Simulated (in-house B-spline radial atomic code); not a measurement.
Kr³⁺ is squeezed into an impenetrable sphere of radius R (the orbitals vanish at R). Caution: exact exchange at fractional occupations of open shells leaves self-interaction of up to several eV. Method: non-relativistic PBE0, spin-polarised, spherical fractional occupations, point nucleus. Calculated with an all-electron radial atomic-structure program (B-spline basis).

Energies in eV above the free ion in [Ar] 3d10 4s2 4p3:

```json
{"R (bohr)": "8.77", "highest level (eV)": "-46.5", "[Ar] 3d10 4s2 4p3": "0", "[Ar] 3d9 4s2 4p3 4f1": "127.9", "[Ar] 3d10 4s1 4p3 4d1": "32.4", "-dE/dV in [Ar] 3d10 4s2 4p3 (GPa)": "5.86e-07"}
{"R (bohr)": "6.84", "highest level (eV)": "-46.5", "[Ar] 3d10 4s2 4p3": "0.0001116", "[Ar] 3d9 4s2 4p3 4f1": "128.4", "[Ar] 3d10 4s1 4p3 4d1": "32.41", "-dE/dV in [Ar] 3d10 4s2 4p3 (GPa)": "0.000753"}
{"R (bohr)": "5.39", "highest level (eV)": "-46.4", "[Ar] 3d10 4s2 4p3": "0.01146", "[Ar] 3d9 4s2 4p3 4f1": "129.9", "[Ar] 3d10 4s1 4p3 4d1": "32.53", "-dE/dV in [Ar] 3d10 4s2 4p3 (GPa)": "0.103"}
{"R (bohr)": "4.49", "highest level (eV)": "-46.3", "[Ar] 3d10 4s2 4p3": "0.1642", "[Ar] 3d9 4s2 4p3 4f1": "132.4", "[Ar] 3d10 4s1 4p3 4d1": "33.13", "-dE/dV in [Ar] 3d10 4s2 4p3 (GPa)": "2.02"}
{"R (bohr)": "3.53", "highest level (eV)": "-45", "[Ar] 3d10 4s2 4p3": "2.37", "[Ar] 3d9 4s2 4p3 4f1": "140.2", "[Ar] 3d10 4s1 4p3 4d1": "37.27", "-dE/dV in [Ar] 3d10 4s2 4p3 (GPa)": "43.9"}
{"R (bohr)": "3", "highest level (eV)": "-41.9", "[Ar] 3d10 4s2 4p3": "9.581", "[Ar] 3d9 4s2 4p3 4f1": "153.2", "[Ar] 3d10 4s1 4p3 4d1": "47.44", "-dE/dV in [Ar] 3d10 4s2 4p3 (GPa)": "237"}
{"R (bohr)": "2.52", "highest level (eV)": "-33.9", "[Ar] 3d10 4s2 4p3": "32.85", "[Ar] 3d9 4s2 4p3 4f1": "185.8", "[Ar] 3d10 4s1 4p3 4d1": "76.07", "-dE/dV in [Ar] 3d10 4s2 4p3 (GPa)": "1140"}
{"R (bohr)": "2.36", "highest level (eV)": "-28.9", "[Ar] 3d10 4s2 4p3": "49.44", "[Ar] 3d9 4s2 4p3 4f1": "207.1", "[Ar] 3d10 4s1 4p3 4d1": "95.34", "-dE/dV in [Ar] 3d10 4s2 4p3 (GPa)": "1950"}
{"R (bohr)": "1.62", "highest level (eV)": "46.7", "[Ar] 3d10 4s2 4p3": "357.8", "[Ar] 3d9 4s2 4p3 4f1": "563.4", "[Ar] 3d10 4s1 4p3 4d1": "423.2", "-dE/dV in [Ar] 3d10 4s2 4p3 (GPa)": "34000"}
{"R (bohr)": "1.51", "highest level (eV)": "76.6", "[Ar] 3d10 4s2 4p3": "495.3", "[Ar] 3d9 4s2 4p3 4f1": "715", "[Ar] 3d10 4s1 4p3 4d1": "563.3", "-dE/dV in [Ar] 3d10 4s2 4p3 (GPa)": "56400"}
```

(1) Does [Ar] 3d9 4s2 4p3 4f1 fall below [Ar] 3d10 4s2 4p3 under compression?

(2) Does [Ar] 3d10 4s1 4p3 4d1 fall below [Ar] 3d10 4s2 4p3 under compression?

The highest level is first positive in the row R = 1.62 bohr, pushed up by confinement above the zero of the free ion's potential. Each configuration is held fixed and needn't be the lowest in the sphere.

Results:

(1) No, it stays above over the whole range.

(2) No, it stays above over the whole range.
